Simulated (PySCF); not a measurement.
Mo(O)2(Me)2 (C2H6MoO2), SMILES [O]=[Mo]([CH3])([CH3])=[O], multiplicity 1.

Coordinates come from a B3LYP-D3(BJ)/def2-SVP optimisation. The multiplicity is an assumed one; no other spin state was optimised. The structure was generated by enumeration; whether it is a known compound was not checked. The def2 effective core potentials stand for the cores of Mo; spin–orbit coupling is left out.

Two levels are set side by side: TDA-PBE/def2-SVPD (PySCF) and TDA-M06-2X/def2-SVPD (PySCF). Vertical, same geometry. The lowest singlet is HOMO→LUMO 99 % with PBE and HOMO→LUMO 97 % with the other functional; states are paired by order. Differences are taken from unrounded values.

```tsv
quantity	TDA-M06-2X
lowest singlet excitation (eV)	3.86
lowest triplet excitation (TDA) (eV)	3.59
```

Question: What does TDA-PBE give, and how far is it from TDA-M06-2X? (An estimate is asked for; the answer gives what the named calculation found.)

Answer: 
```json
[
 {"quantity": "lowest singlet excitation (eV)", "TDA-PBE": "3.78", "TDA-PBE minus TDA-M06-2X": "-0.09"},
 {"quantity": "lowest triplet excitation (TDA) (eV)", "TDA-PBE": "3.44", "TDA-PBE minus TDA-M06-2X": "-0.15"}
]
```

Rough cost on one machine, each run with all the roots and properties that it gave: TDA-M06-2X against TDA-PBE about 9 times.
